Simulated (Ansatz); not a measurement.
Consider the silylene formation by 1,1-elimination: `[SiH3]O[SiH2][GaH2]` → `[GaH3]` + `[SiH]O[SiH3]`.

Computed with Ansatz on PBE0-D4/def2-TZVP structures; ΔE is electronic, products minus reactants. CCSD(T)/CBS adds triple-zeta CCSD(T) − MP2 to the extrapolated MP2 energy (def2 sets, frozen cores). DFT in def2-TZVPP. For Ga outer-core shells are correlated without core-valence functions, which leaves a few kJ/mol of doubt a bond. Scalar relativity is left out up to krypton. One conformer a species, not always the lowest.

| species | ωB97M-V energy (Eh) |
| --- | --- |
| `[SiH3]O[SiH2][GaH2]` | -2583.19375 |
| `[GaH3]` | -1926.50165 |
| `[SiH]O[SiH3]` | -656.61921 |

Q: Work out ΔE.

A: ΔE = (-1926.50165) + (-656.61921) − (-2583.19375) = 0.07289 Eh = +191.4 kJ/mol. CCSD(T)/CBS gives +206.3 kJ/mol.

Largest T1 diagnostic among the species: 0.014.

The D4 term adds +17.6 kJ/mol with B3LYP and +9.6 kJ/mol with PBE0; it sums over pairs of atoms, weighted by their polarisabilities, and B3LYP, whose exchange is more repulsive, gets the larger term. From PBE to PBE0 (25 % exact exchange), in def2-TZVPP and without D4, ΔE moves by +9.1 kJ/mol. Leaving LDA and LC-ωPBE aside and taking each functional with its dispersion term where it has one, the values, not all of them listed here, spread over 41.9 kJ/mol, from BLYP-D4 to r2SCAN0-D4. LDA lies +39.7 kJ/mol from PBE without D4.

B3LYP here is the variant with VWN-RPA as its local correlation; programs differ in this.
